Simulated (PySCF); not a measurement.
Compound: C5H11Si2 (doublet state).
SMILES with atom numbers: `[CH2:1]=[C:2]([CH3:3])[SiH:4]1[CH2:5][SiH:6][CH2:7]1` (hydrogens: H8, H9 on C1; H10, H11, H12 on C3; H13 on Si4; H14, H15 on C5; H16 on Si6; H17, H18 on C7)

Geometry (GFN2-xTB, Å), atoms numbered from 1 in this order:
```xyz
18
C5H11Si2 angstrom
C      1.8372    1.1467   -0.8140
C      1.3014    0.4509    0.1777
C      2.1537   -0.3130    1.1426
Si    -0.5588    0.3690    0.4784
C     -1.6573    0.7440   -1.0476
Si    -2.3766   -1.0437   -1.0343
C     -1.2801   -1.4127    0.5098
H      2.9054    1.2010   -0.9697
H      1.2333    1.6964   -1.5162
H      1.9168   -0.0231    2.1653
H      3.2141   -0.1424    0.9642
H      1.9511   -1.3796    1.0506
H     -0.8833    1.1614    1.6771
H     -2.4073    1.5128   -0.8772
H     -1.1192    1.0304   -1.9467
H     -3.8271   -1.1330   -0.8019
H     -1.8595   -1.6462    1.4006
H     -0.5528   -2.2128    0.3962
```

The hyperfine couplings belong to this conformer and change with its torsions.

Computed, not measured: UKS B3LYP, pcH-1 on C H Si, non-relativistic, mean-field spin-orbit, GIAO in PySCF 2.14.0. Isolated species at its GFN2-xTB geometry (one conformer only). Couplings are sensitive to structure, and on GFN2-xTB geometries they can be far from those on DFT ones, by a factor of two or more for some ions and for spin on atoms past the first row. Stability of the SCF solution: not tested.

Q: Where do the isotropic ENDOR lines of H16, H15/H18, H14/H17 and H13 fall at 348.9 mT, to first order?

A: ν± = |νn ± a/2|, one line for each electron-spin manifold; νn = |g_N| × 7.62259 MHz/T × B.

| nuclei | isotope | g_N | νn (MHz) | a_iso (MHz) | lower line (MHz) | upper line (MHz) |
| --- | --- | --- | --- | --- | --- | --- |
| H16 | 1H | 5.5857 | 14.86 | 71.41 | 20.85 | 50.56 |
| H15/H18 | 1H | 5.5857 | 14.86 | 23.89 | 2.91 | 26.80 |
| H14/H17 | 1H | 5.5857 | 14.86 | 21.62 | 4.05 | 25.66 |
| H13 | 1H | 5.5857 | 14.86 | 12.02 | 8.85 | 20.86 |

Q: Which pairs are centred on the nuclear Larmor frequency, and which on half the coupling?

A: Centred on νn, since |a| < 2νn: H15/H18, H14/H17 and H13. Centred on |a|/2 and split by 2νn: H16.

Q: At what field would the lower line of H14/H17 fall to zero frequency?

A: Where νn = |a|/2, that is B = 10.81 MHz/(5.5857 × 7.62259 MHz/T) = 254 mT, as far as first order holds there.

Means are taken over nuclei equivalent by connectivity, which assumes that they swap fast.
